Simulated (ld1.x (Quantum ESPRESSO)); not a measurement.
## vanadium (V): one change to a TM potential, before and after

ld1.x (Quantum ESPRESSO) 7.5 input, shortened:

```
&input
   title='V', zed=23., rel=1, dft='PBE', iswitch=3,
   config='[Ar] 3d3 4s2 4p0'
 /
 &inputp
   pseudotype=2, tm=.true., lloc=0,
   nlcc=.false.
 /
3
3P  2  1   6.00   0.00  0.90  0.90  0.0
3D  3  2   3.00   0.00  2.40  2.40  0.0
3S  1  0   2.00   0.00  1.10  1.10  0.0
 &test
   configts(1)='3s2 3p6 3d3 4s2 4p0'
 /
```

Occupied shells without a wave of their own: 4s. They enter only through the test configuration that unscreens the potential.

Change: wave 3s (bound): rc 1.10 bohr becomes 3s (bound): rc 0.96 bohr.

Cutoffs: the cutoffs (Ry, on a coarse ladder) from which the occupation-weighted sum of valence levels, in a spherical-Bessel basis at the reference potential, stays within 10 and 1 mRy of its value at 400 Ry; they do not see the model core or the augmentation charge, which bear on the density cutoff. Errors are all-electron minus pseudo energies relative to the spin-unpolarised reference configuration.

Task: Predict the effect on cutoff, ghosts and configuration errors.

Result: The potential gets harder (120 Ry and 200 Ry → 140 Ry and 230 Ry); of the 7 tests that both files solve, the error grows in 1 and shrinks in 5 by more than 15 % and 0.3 meV (median size 316.8 → 151.1 meV); the range in which the s phases agree widens (upper end -0.3 → 4.9); neither file shows a bound ghost. A smaller radius makes the pseudo-wave follow the all-electron one further in, where it bends more sharply, so more plane waves are needed.

| quantity | base | changed |
| --- | --- | --- |
| cutoff, loose | 120 Ry | 140 Ry |
| cutoff, tight | 200 Ry | 230 Ry |
| loose cutoff by channel (10 mRy a level) | p 70 Ry, d 40 Ry, s 100 Ry | p 70 Ry, d 40 Ry, s 120 Ry |
| bound ghosts | none | none |
| largest miss of a reference level, eV | 0.09 | 0.04 |
| error for 3s2 3p6 3d3 4s1 4p0, meV [ΔE 7.73 eV] | -124 | -59 |
| error for 3s2 3p6 3d3 4s0 4p0, meV [ΔE 22.03 eV] | -328 | -159 |
| error for 3s2 3p6 3d2 4s0 4p0, meV [ΔE 50.93 eV] | -412 | -151 |
| error for 3s2 3p6 3d4 4s0 4p0, meV [ΔE 7.20 eV] | -85 | +12 |
| error for 3s1 3p6 3d3 4s2 4p0, meV [ΔE 77.43 eV] | -317 | -326 |
| error for 3s2 3p6 3d1 4s0 4p0, meV [ΔE 96.80 eV] | +389 | +751 |
| error for 3s2 3p6 3d4 4s1 4p0, meV [ΔE 0.59 eV] | -19 | +15 |
| s: phases at 2.61 bohr within 0.05 rad from the reference energy up to (Ry; the scan ends near 5) | -0.3 | 4.9 |
| p: phases at 2.61 bohr within 0.05 rad from the reference energy up to (Ry; the scan ends near 5) | to the end of the scan | to the end of the scan |
| d: phases at 2.61 bohr within 0.05 rad from the reference energy up to (Ry; the scan ends near 5) | 1.0 | 1.0 |

Base: The 4s level has no wave, so the channel is fitted at the deeper level alone: the likely source of the large errors. Changed file: The 4s level has no wave, so the channel is fitted at the deeper level alone: the likely source of the large errors.
